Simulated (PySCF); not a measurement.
## P: excitation energy

P [Ne] 3s2 3p3 (4S) → P [Ne] 3s1 3p4 (4P), as a difference of total energies. Computed with PySCF 2.14 in x2c-TZVPPall with one added diffuse shell each of s, p, d type (6s6p4d1f, 51 functions), with scalar relativity by spin-free X2C-1e. Correlated levels: valence and next inner shell: 1s2 frozen. The calculations carry no spin-orbit coupling.

```
                                method  excitation energy (cm⁻¹)
                                   UHF                     64362
    MP2 (valence and next inner shell)                     66158
SCS-MP2 (valence and next inner shell)                     66194
   CCSD (valence and next inner shell)                     62486
CCSD(T) (valence and next inner shell)                     60868
```

Errors of the correlated levels include the incompleteness of this basis and the frozen core.

The coupled-cluster amplitudes are large for the upper state (T1 above 0.03 or a double amplitude above 0.15), so a single reference is strained.

For comparison: 59643 cm⁻¹ (measured; NIST levels, between the centres of gravity of the two terms).
